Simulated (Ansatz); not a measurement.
Consider the isomerisation: `CCC1=CCCC1` → `C1C[C@H]2CC[C@@H]1C2`.

Program: Ansatz. Geometries: PBE0-D4/def2-TZVP. ΔE: electronic, gas phase. CCSD(T)/CBS is the MP2 limit (def2-TZVPP, def2-QZVPP) plus CCSD(T) − MP2 in def2-TZVPP, frozen cores. DFT in def2-TZVPP. Each species was taken in one conformer, which may not be the lowest.

```json
{"species": "`CCC1=CCCC1`", "B2PLYP energy (Eh)": "-273.79378"}
{"species": "`C1C[C@H]2CC[C@@H]1C2`", "B2PLYP energy (Eh)": "-273.80290"}
```

Task: Work out ΔE.

Result: ΔE = (-273.80290) − (-273.79378) = -0.00912 Eh = -23.9 kJ/mol. CCSD(T)/CBS gives -39.9 kJ/mol.

Largest T1 diagnostic among the species: 0.009.

Leaving LDA and LC-ωPBE aside and taking each functional with its dispersion term where it has one, the values, not all of them listed here, spread over 46.5 kJ/mol, from PBE-QIDH to BLYP-D4. LDA lies −31.0 kJ/mol from PBE without D4. From PBE to PBE0 (25 % exact exchange), in def2-TZVPP and without D4, ΔE moves by −13.0 kJ/mol. The D4 term adds −9.3 kJ/mol with B3LYP and −4.5 kJ/mol with PBE0; it sums over pairs of atoms, weighted by their polarisabilities, and B3LYP, whose exchange is more repulsive, gets the larger term.

B3LYP here is the variant with VWN-RPA as its local correlation; programs differ in this.
